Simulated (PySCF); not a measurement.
**Basis and Hamiltonian dependence of the excitation energy of O**

O [He] 2s2 2p4 (3P) → O [He] 2s1 2p5 (3P). Calculated with PySCF 2.14 from differences of total energies of unrestricted determinants, without spin-orbit coupling. Values in eV.

| basis | Hamiltonian | functions | UHF | PBE | PBE0 | MP2 (valence) | CCSD(T) (valence) | CCSD(T) (valence and next inner shell) |
| --- | --- | --- | --- | --- | --- | --- | --- | --- |
| aug-cc-pwCVDZ | non-relativistic | 27 | 16.943 | 14.583 | 15.229 | 16.098 | 15.271 | 15.278 |
| x2c-TZVPPall | spin-free X2C | 31 | 16.921 | 14.542 | 15.193 | 16.086 | 15.754 | 15.731 |
| x2c-TZVPPall with one added diffuse shell each of s, p, d type | spin-free X2C | 40 | 16.902 | 14.535 | 15.184 | 16.039 | 15.269 | 15.269 |
| def2-TZVPPD | non-relativistic | 40 | 16.852 | 14.484 | 15.133 | 15.991 | 15.222 | 15.223 |
| dyall-av2z | non-relativistic | 42 | 16.842 | 14.487 | 15.132 | 15.989 | 15.174 | n/a |
| aug-cc-pVTZ-DK | spin-free X2C | 46 | 16.926 | 14.566 | 15.213 | 16.061 | 15.315 | n/a |
| aug-cc-pVTZ | non-relativistic | 46 | 16.877 | 14.516 | 15.163 | 16.012 | 15.284 | n/a |
| aug-cc-pwCVTZ | non-relativistic | 59 | 16.872 | 14.506 | 15.155 | 16.025 | 15.311 | 15.312 |
| def2-QZVPPD | non-relativistic | 66 | 16.850 | 14.486 | 15.134 | 15.990 | 15.269 | 15.260 |
| dyall-av3z | spin-free X2C | 71 | 16.896 | 14.531 | 15.179 | 16.066 | 15.290 | n/a |
| dyall-acv3z | spin-free X2C | 76 | 16.896 | 14.531 | 15.179 | 16.066 | 15.289 | 15.315 |
| aug-cc-pVQZ-DK | spin-free X2C | 80 | 16.903 | 14.538 | 15.187 | 16.043 | 15.318 | n/a |
| aug-cc-pwCVQZ | non-relativistic | 109 | 16.853 | 14.486 | 15.135 | 16.001 | n/a | n/a |
| aug-cc-pCVQZ-DK | spin-free X2C | 109 | 16.902 | 14.536 | 15.185 | 16.050 | n/a | n/a |

Frozen in the all-electron rows: valence: 1s2; valence and next inner shell: nothing.

The upper state lies above the first ionisation limit, where it may autoionise and the basis confines it.
